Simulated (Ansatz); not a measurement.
C₂HClF₂Zr, SMILES `C#[C][Zr]([F])([F])[Cl]`. Total charge 0; spin multiplicity 1. Zr takes the def2 core potential.

```xyz
7

C    -1.343   -1.108    1.402
C    -0.597   -0.506    0.656
Zr    0.749    0.570   -0.658
F     2.312   -0.456   -0.896
F     1.192    2.216    0.145
Cl   -0.314    0.922   -2.707
H    -1.999   -1.638    2.058
```

(1) List the harmonic frequencies (cm⁻¹, unscaled) at PBE0-D4/def2-TZVP in Ansatz. (An estimate is asked.)

(2) Is this a minimum?

(3) Give the ideal-gas thermochemistry at 298.15 K and 1 bar (rigid rotor, harmonic oscillator; point group Cs, symmetry number 1).

(4) And at 400, 500, 600, 800 and 1000 K?

(5) Rotational constants (cm⁻¹)?

## Answers

(1) Ansatz gave: 70, 85, 129, 143, 167, 208, 216, 415, 464, 683, 690, 748, 749, 2087, 3449.

(2) Yes, all 15 modes are real.

(3) Zero-point energy 61.6 kJ/mol; H(298) − E = 86.1 kJ/mol; entropy 391.9 J/(mol·K), of which translation 174.3, rotation 121.4, vibration 96.2; G(298) − E = -30.7 kJ/mol. Modes under 100 cm⁻¹ are hindered rotations or soft bends, so the harmonic entropy is rough.

(4) 
| T (K) | H − E (kJ/mol) | S (J/mol/K) | G − E (kJ/mol) |
| --- | --- | --- | --- |
| 400 | 98.3 | 426.8 | -72.4 |
| 500 | 110.9 | 455.0 | -116.6 |
| 600 | 124.1 | 479.0 | -163.3 |
| 800 | 151.5 | 518.3 | -263.2 |
| 1000 | 179.7 | 549.8 | -370.1 |

(5) 0.06518, 0.04672, 0.03836.
